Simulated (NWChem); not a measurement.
Molecule: InH2F; SMILES [F][InH2]

Results from NWChem. The geometry was optimised at PBE-D3(BJ)/def2-SVP. def2 effective core potentials on In; no spin-orbit coupling. B3LYP is NWChem's, with the RPA form of VWN correlation. Vertical excitations in the gas phase; the lowest state need not have the same character in each row.

Q: Among these, which level gives the lowest value of “lowest excitation, singlet (eV)”?
A. PBE/def2-SVP, TDA
B. Hartree-Fock/def2-SVP, CIS
C. PBE0/def2-SVP, TDA
D. B3LYP/def2-SVP, TDA

A: A, PBE/def2-SVP, TDA. Values: PBE/def2-SVP, TDA 4.56; B3LYP/def2-SVP, TDA 5.10; PBE0/def2-SVP, TDA 5.32; Hartree-Fock/def2-SVP, CIS 6.58
